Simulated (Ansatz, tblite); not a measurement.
Removing and adding an electron: Li₈Cl₈ (started as a model of: 1x4x4 LiCl rock-salt block). Total charge 0; singlet. Geometry: PBE0-D4/def2-SVP. Ansatz, gas phase; energy differences of separate SCF runs; the oxidised species was run as a doublet alone; the reduced species was run as a doublet alone.

```xyz
16

Li   -3.8900   -1.8963   -0.0437
Cl   -2.0843   -2.7288   -0.9682
Li   -0.5603   -2.0917   -2.5718
Cl    1.3265   -2.6430   -3.5391
Cl   -3.4489    0.0292    0.9084
Li   -1.3500   -0.6602   -0.0130
Cl   -0.0557    0.1537   -1.7955
Li    2.0372   -0.8252   -2.5439
Li   -2.0380    0.8276    2.5427
Cl    0.0554   -0.1536    1.7995
Li    1.3514    0.6571    0.0162
Cl    3.4496   -0.0310   -0.9086
Cl   -1.3287    2.6478    3.5347
Li    0.5594    2.0929    2.5715
Cl    2.0858    2.7264    0.9693
Li    3.8906    1.8953    0.0416
```

The xTB rows come from tblite. HOMO above LUMO, or a gap near zero within one spin, warns that the state may not be the lowest or that an electron is smeared out.

Estimate orbital energies and vertical ionisation energies and electron affinities at: GFN1-xTB; GFN2-xTB; HF/def2-TZVP; PBE-D4/def2-TZVP; PBE0-D4/def2-TZVP.


```
            level  −HOMO (eV)  vertical IE (eV)  −LUMO (eV)  vertical EA (eV)  HOMO–LUMO gap (eV)  IE − EA (eV)                                                                                                               remarks
         GFN1-xTB       12.48             14.07        7.97              6.27                4.51          7.81                                                                                                                     –
         GFN2-xTB       10.78             12.71        6.43              4.69                4.36          8.02                                                                                                                     –
     HF/def2-TZVP       11.07              9.34       -0.41             -0.22               11.48          9.56                                                                                          HOMO above zero (-1 doublet)
 PBE-D4/def2-TZVP        6.47              8.72        1.61              0.71                4.85          8.01  HOMO above zero (-1 doublet), gap within one spin near zero (+1 doublet), gap within one spin near zero (-1 doublet)
PBE0-D4/def2-TZVP        7.84              9.47        1.06              0.50                6.78          8.97                                                                                          HOMO above zero (-1 doublet)
```

Relaxing the oxidised species (PBE0-D4/def2-SVP) changes its energy by -0.52 eV at PBE0-D4/def2-TZVP, so the adiabatic ionisation energy to this nearest minimum is 8.95 eV. At PBE-D4/def2-TZVP it is 8.55 eV.  Relaxing the reduced species (PBE0-D4/def2-SVP) changes its energy by -0.08 eV at PBE0-D4/def2-TZVP, so the adiabatic electron affinity to this nearest minimum is 0.58 eV. At PBE-D4/def2-TZVP it is 0.80 eV. The highest occupied level of the relaxed charge -1 doublet lies above zero (up to 0.18 eV). By energy differences its removal costs 0.58 eV (each at its own geometry, to the charge 0 singlet, at PBE0-D4/def2-TZVP); self-interaction error and the lack of diffuse functions both raise the level.     A HOMO above zero means that the electron is unbound at that level or that self-interaction error raises the level; the energy of removing that electron tells which. Raw xTB energy differences between charge states are shifted by several eV; the methods need an empirical correction for them. Sets without diffuse functions give affinities that are too small. A negative affinity means that the extra electron isn't bound; its size then hangs on the basis.
